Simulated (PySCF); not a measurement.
**First hyperpolarisability: `C#CC=C=C(C#C)B(C)C`, C9H9B**

Geometry:
```tsv
atom	x (Å)	y (Å)	z (Å)
C1	4.062	-1.615	-0.146
C2	3.068	-1.183	0.399
C3	1.907	-0.698	1.067
C4	1.050	0.148	0.538
C5	0.147	0.948	-0.004
C6	0.252	2.369	0.133
C7	0.293	3.578	0.221
B8	-1.049	0.295	-0.823
C9	-2.112	1.261	-1.448
C10	-1.144	-1.258	-0.995
H11	4.941	-1.992	-0.634
H12	1.721	-1.052	2.091
H13	0.340	4.648	0.307
H14	-2.714	1.666	-0.612
H15	-1.649	2.144	-1.916
H16	-2.801	0.779	-2.156
H17	-0.881	-1.479	-2.047
H18	-2.182	-1.607	-0.877
H19	-0.478	-1.854	-0.355
```

Level of theory: quadratic response CAM-B3LYP/aug-cc-pVDZ first hyperpolarisability, Taylor convention, gas phase in PySCF 2.14.0. Geometry: PBE0-D3(BJ)/def2-SVP.

Question: Give β for the processes computed.

Answer: In au, Taylor convention; the vector part is βᵢ = ⅓ Σⱼ (βᵢⱼⱼ + βⱼᵢⱼ + βⱼⱼᵢ); β∥ is 3/5 of the vector part along the dipole, the dipole points from − to +:
| process | λ (nm) | β vector norm | β∥ | β HRS | depolarisation ratio |
| --- | --- | --- | --- | --- | --- |
| static β(0;0,0) | ∞ | 78.5 | 3.6 | 85.5 | 1.73 |
| second harmonic β(−2ω;ω,ω) | 1907 | 86.3 | 0.8 | 91.4 | 1.75 |
| Pockels β(−ω;ω,0) | 1907 | 80.9 | 2.8 | – | – |
| second harmonic β(−2ω;ω,ω) | 1064 | 110.2 | -8.3 | 108.4 | 1.81 |
| Pockels β(−ω;ω,0) | 1064 | 86.9 | 0.6 | – | – |

Question: Which lowest excitations, dipole and polarisabilities go with it?

Answer: S1 4.32 eV (f = 0.000); S2 5.15 eV (f = 0.036); S3 5.18 eV (f = 0.360); dipole 0.56 D; isotropic α 131.8 au static, 132.4 au at 1907 nm, 133.9 au at 1064 nm, 134.4 au at 953.5 nm, 141.2 au at 532 nm.
